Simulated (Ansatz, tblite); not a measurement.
Cost and result up the ladder for CdI₂ (3 atoms). Total charge 0; singlet. Geometry: PBE0-D4/def2-TZVP.

```xyz
3

Cd    0.001    0.002    0.004
I     0.322    2.376   -0.974
I    -0.323   -2.378    0.969
```

Ansatz on 4 threads of Intel Xeon on a shared host; xTB runs through tblite on one thread. Times are rough, summed over both states, and most runs start from the orbitals of an earlier one. PBE0-D4/def2-TZVP serves as the yardstick here, not as an exact answer. The other state is a doublet.

In the def2 sets Cd, I take a core potential; there is no spin–orbit coupling. The xTB rows come from tblite. HOMO above LUMO, or a gap near zero within one spin, warns that the state may not be the lowest or that an electron is smeared out.

Raw xTB energies of ions are shifted by several eV.

```csv
level,functions,wall time,vertical IE (eV),difference from PBE0-D4/def2-TZVP (eV),remarks
GFN2-xTB,22,0.012 s,14.76,5.26,–
GFN1-xTB,22,0.013 s,13.74,4.24,–
PBE-D4/def2-TZVP,140,13 s,9.13,-0.37,gap within one spin near zero (+1 doublet)
PBE0-D4/def2-TZVP (with forces),140,31 s,9.50,0.00,–
```
